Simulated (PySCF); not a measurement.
The complex VBr2 (charge 0) contains V(II), shell d3. The structure is a model geometry with rigid ligands and bond lengths from ionic radii, not a minimum; coordination linear, point group D∞h, metal–donor distances 2.41 Å.

Method (PySCF 2.14, density fitting): CASSCF(3,5) with orbitals averaged over all microstates of the shell, strongly contracted NEVPT2 on the averaged canonical orbitals; basis x2c-TZVPall on the metal, x2c-SVPall elsewhere; spin-free X2C; gas phase; spin-orbit coupling by state interaction with the mean-field operator over all roots.

CASSCF energies above the lowest CASSCF root:

```json
{"state": "4Σg-", "CASSCF / cm⁻¹": "0"}
{"state": "4Πg", "CASSCF / cm⁻¹": "558"}
{"state": "4Δg", "CASSCF / cm⁻¹": "2399"}
{"state": "4Φg", "CASSCF / cm⁻¹": "2790"}
{"state": "4Πg", "CASSCF / cm⁻¹": "13145"}
{"state": "2Φg", "CASSCF / cm⁻¹": "14063"}
{"state": "2Γg", "CASSCF / cm⁻¹": "14354"}
{"state": "2Δg", "CASSCF / cm⁻¹": "14687"}
{"state": "2Πg", "CASSCF / cm⁻¹": "15396"}
{"state": "2Σg+", "CASSCF / cm⁻¹": "15453"}
{"state": "2Hg", "CASSCF / cm⁻¹": "15554"}
{"state": "2Πg", "CASSCF / cm⁻¹": "16949"}
{"state": "2Γg", "CASSCF / cm⁻¹": "18618"}
{"state": "2Σg-", "CASSCF / cm⁻¹": "18786"}
{"state": "4Σg-", "CASSCF / cm⁻¹": "19275"}
{"state": "2Φg", "CASSCF / cm⁻¹": "19574"}
{"state": "2Δg", "CASSCF / cm⁻¹": "20811"}
{"state": "2Σg+", "CASSCF / cm⁻¹": "20995"}
{"state": "2Πg", "CASSCF / cm⁻¹": "21056"}
{"state": "2Δg", "CASSCF / cm⁻¹": "21266"}
{"state": "2Σg-", "CASSCF / cm⁻¹": "21909"}
{"state": "2Πg", "CASSCF / cm⁻¹": "22793"}
```

Question: How does dynamic correlation (SC-NEVPT2) move these states?

Answer: 
```json
{"state": "4Σg-", "NEVPT2 / cm⁻¹": "0", "shift / cm⁻¹": "0"}
{"state": "4Πg", "NEVPT2 / cm⁻¹": "1863", "shift / cm⁻¹": "+1305"}
{"state": "4Δg", "NEVPT2 / cm⁻¹": "4883", "shift / cm⁻¹": "+2484"}
{"state": "4Φg", "NEVPT2 / cm⁻¹": "3459", "shift / cm⁻¹": "+669"}
{"state": "4Πg", "NEVPT2 / cm⁻¹": "11917", "shift / cm⁻¹": "-1229"}
{"state": "2Φg", "NEVPT2 / cm⁻¹": "13668", "shift / cm⁻¹": "-395"}
{"state": "2Γg", "NEVPT2 / cm⁻¹": "13165", "shift / cm⁻¹": "-1189"}
{"state": "2Δg", "NEVPT2 / cm⁻¹": "13825", "shift / cm⁻¹": "-861"}
{"state": "2Πg", "NEVPT2 / cm⁻¹": "15047", "shift / cm⁻¹": "-348"}
{"state": "2Σg+", "NEVPT2 / cm⁻¹": "14614", "shift / cm⁻¹": "-839"}
{"state": "2Hg", "NEVPT2 / cm⁻¹": "16041", "shift / cm⁻¹": "+487"}
{"state": "2Πg", "NEVPT2 / cm⁻¹": "15756", "shift / cm⁻¹": "-1193"}
{"state": "2Γg", "NEVPT2 / cm⁻¹": "19090", "shift / cm⁻¹": "+471"}
{"state": "2Σg-", "NEVPT2 / cm⁻¹": "16531", "shift / cm⁻¹": "-2255"}
{"state": "4Σg-", "NEVPT2 / cm⁻¹": "17888", "shift / cm⁻¹": "-1387"}
{"state": "2Φg", "NEVPT2 / cm⁻¹": "18926", "shift / cm⁻¹": "-647"}
{"state": "2Δg", "NEVPT2 / cm⁻¹": "19568", "shift / cm⁻¹": "-1243"}
{"state": "2Σg+", "NEVPT2 / cm⁻¹": "19037", "shift / cm⁻¹": "-1958"}
{"state": "2Πg", "NEVPT2 / cm⁻¹": "20128", "shift / cm⁻¹": "-928"}
{"state": "2Δg", "NEVPT2 / cm⁻¹": "19654", "shift / cm⁻¹": "-1612"}
{"state": "2Σg-", "NEVPT2 / cm⁻¹": "22026", "shift / cm⁻¹": "+117"}
{"state": "2Πg", "NEVPT2 / cm⁻¹": "20964", "shift / cm⁻¹": "-1828"}
```

NEVPT2 lifts 4Δg from 2399 to 4883 cm⁻¹; on the d shell alone such lifts tend to overshoot.
